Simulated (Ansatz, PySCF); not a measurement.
Species: InI₂ (charge 0, doublet). It need not be the lowest isomer of its formula. 
Geometry from a B3LYP-D3(BJ)/def2-TZVP (Ansatz, a quantum-chemistry and plane-wave program) optimisation:
SMILES: [In]([I])[I]
```xyz
3

In     0.7797     0.3819     0.2539
I     -0.7476     1.6431    -1.6656
I      0.0268    -1.9962     1.4308
```
Charge 0, spin multiplicity 2.

Total electronic energies in hartree. Correlated levels leave the core frozen unless marked. UHF or UKS for open shells. No spin-orbit coupling. The frozen core is the preceding noble-gas configuration, with the filled d and f shells of earlier blocks. In def2 rows, elements after Kr have scalar-relativistic effective core potentials. Basis-set limits of correlation are two-point, X^-3; Hartree-Fock from the larger set. [CCSD(T)-MP2]/basis is that difference in the basis named.

| level | program | energy (Eh) |
|---|---|---|
| HF/def2-TZVPD | PySCF | -782.65327 |
| HF/def2-TZVPPD | Ansatz | -782.65332 |
| HF/def2-QZVPPD | Ansatz | -782.65608 |
| RI-HF/def2-TZVPP | Ansatz | -782.65297 |
| RI-HF/def2-TZVPPD | Ansatz | -782.65327 |
| SVWN5/def2-TZVPD | Ansatz | -784.53388 |
| PBE/def2-TZVPD | Ansatz | -785.63573 |
| PBE-D3(BJ)/def2-TZVPD | Ansatz + dftd3 | -785.63930 |
| BLYP-D4/def2-TZVPD | Ansatz + dftd4 | -785.51685 |
| r2SCAN/def2-TZVPD | Ansatz | -785.96057 |
| r2SCAN-D4/def2-TZVPD | Ansatz + dftd4 | -785.96140 |
| PBE0-D3(BJ)/def2-TZVP | Ansatz + dftd3 | -785.68677 |
| PBE0/def2-TZVP | Ansatz | -785.68295 |
| PBE0/def2-QZVPP | Ansatz | -785.68599 |
| BHLYP-D4/def2-TZVPD | Ansatz + dftd4 | -785.49098 |
| r2SCANh-D4/def2-TZVPD | Ansatz + dftd4 | -785.92732 |
| CAM-B3LYP-D4/def2-TZVPD | Ansatz + dftd4 | -785.64009 |
| LC-wPBE-D4/def2-TZVPD | Ansatz + dftd4 | -785.74629 |
| B2PLYP-D3(BJ)/def2-TZVPD | Ansatz + dftd3 | -784.82842 |
| MP2/def2-SVP | Ansatz | -782.85474 |
| RI-MP2/CBS(def2-TZVPP,def2-QZVPP) | Ansatz | -783.0422 |
| CCSD/def2-TZVPPD | Ansatz | -782.99835 |
| RI-MP2/CBS(def2-TZVPPD,def2-QZVPPD)+[CCSD(T)-MP2]/def2-TZVPPD | Ansatz | -783.0894 |

Totals of different functionals don't rank their quality; only differences between species are comparable.
